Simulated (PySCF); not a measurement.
**TDDFT excited states: C8H20O3Si**

Species: SiEt(OEt)3, C₈H₂₀O₃Si.
SMILES: `CCO[Si](CC)(OCC)OCC`

Level of theory: PySCF 2.14.0, density-fitted response routines, TDDFT B3LYP/def2-SVPD, vertical, gas phase, core orbitals frozen in the response. Isolated species at its PBE0-D3(BJ)/def2-SVP geometry (one conformer only).

```csv
state,E (eV),λ (nm),ν̃ (cm⁻¹),f,"main configurations (H = HOMO, L = LUMO)"
S1,7.07,175.4,57000,0.0091,"H→L (84%), H-1→L (8%)"
S2,7.18,172.6,57930,0.0049,H-1→L (83%)
S3,7.37,168.2,59450,0.011,"H-2→L (65%), H→L+1 (19%)"
S4,7.47,166.0,60250,0.016,"H→L+1 (69%), H-2→L (15%)"
S5,7.60,163.1,61300,0.0064,"H-1→L+1 (41%), H→L+2 (32%), H-3→L (10%)"
S6,7.62,162.7,61460,0.0023,"H→L+3 (31%), H→L+2 (28%), H-1→L+1 (24%)"
S7,7.64,162.3,61620,0.014,"H→L+3 (47%), H-1→L+1 (21%), H→L+2 (18%)"
S8,7.67,161.7,61840,0.016,"H-1→L+2 (42%), H-3→L (26%), H→L+3 (9%)"
S9,7.77,159.6,62660,0.0054,"H-1→L+2 (42%), H-3→L (38%), H-1→L+3 (8%)"
S10,7.79,159.2,62820,0.017,"H-1→L+3 (54%), H-2→L+1 (18%), H-2→L (9%)"
```

Triplets, Tamm–Dancoff:

| state | E (eV) | λ (nm) | main configurations (H = HOMO, L = LUMO) |
| --- | --- | --- | --- |
| T1 | 6.97 | 178.0 | H→L (78%) |
| T2 | 7.09 | 175.0 | H-1→L (78%) |
| T3 | 7.26 | 170.8 | H-2→L (60%), H→L+1 (18%) |
| T4 | 7.38 | 168.1 | H→L+1 (59%), H-2→L (12%), H→L+2 (9%) |

The lowest singlet lies at 7.07 eV (175 nm, vacuum ultraviolet) and is weak; its leading configuration is HOMO→LUMO (84%). The largest oscillator strength of a single state is 0.017. Löwdin shares by element: HOMO oxygen 38% or more, carbon 17% or more, silicon 9% (atoms not listed hold the other 36%); LUMO carbon 23% or more, silicon 7% (atoms not listed hold the other 70%). Weighted by f, the mean energy of these states is 7.54 eV. Orbital energies (eV): HOMO-3 -8.20, HOMO-2 -7.91, HOMO-1 -7.71, HOMO -7.57, LUMO 0.29, LUMO+1 0.62, LUMO+2 0.74. The oscillator strengths of these states sum to 0.102; summed over the whole spectrum of an exact calculation they would give the number of electrons, 106 (Thomas–Reiche–Kuhn). Singlets were solved by full linear response, triplets in the Tamm–Dancoff approximation.

Hardware: 2 threads, Intel Xeon Platinum 8259CL at 2.50 GHz (x86_64), shared host. Cost: 3.5 min wall, 7.7 min CPU (with the writing of density and orbital grids), 2.4 GiB resident at most.

Without π bonds the low states may be Rydberg-like; a valence basis with one diffuse set may place them up to an eV too high.
